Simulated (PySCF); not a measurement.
Task: Give a PBE0-D3(BJ)/def2-SVP geometry of `N[B]([BiH2])N`.

Result: 
Z-matrix in Å and degrees, rows numbered from 1:
```
N 
B   1  1.4063
N   2  1.4101  1  123.21
Bi  2  2.3709  1  119.82  3   179.84
H   1  1.0133  2  123.70  3     0.18
H   1  1.0086  2  122.46  3   179.42
H   3  1.0134  2  123.37  1    -0.87
H   3  1.0084  2  123.41  1   178.89
H   4  1.7985  2   91.30  1    59.37
H   4  1.7988  2   91.66  1   -30.65
```

N1 (boron-bound nitrogen) is planar (angles 123.7°, 122.5° and 113.8°, sum 360.0°, 0.00 Å off the plane of its three neighbours). The 4 heavy atoms lie in one plane (0.001 Å rms). B2 (three-coordinate boron) is planar (angles 123.2°, 119.8° and 117.0°, sum 360.0°, 0.00 Å off the plane of its three neighbours). Bi4 (bismuth bonded to B and 2 H) is pyramidal (angles 91.7°, 91.3° and 90.0°, sum 272.9°, 1.10 Å off the plane of its three neighbours).

Theory: PySCF, PBE0-D3(BJ)/def2-SVP geometry optimisation, gas phase, def2 core potentials past Kr.

Whether it is a minimum is left open (no frequencies). The numbers are those of one conformer (N1–B2–Bi4–H 59° and -31°).
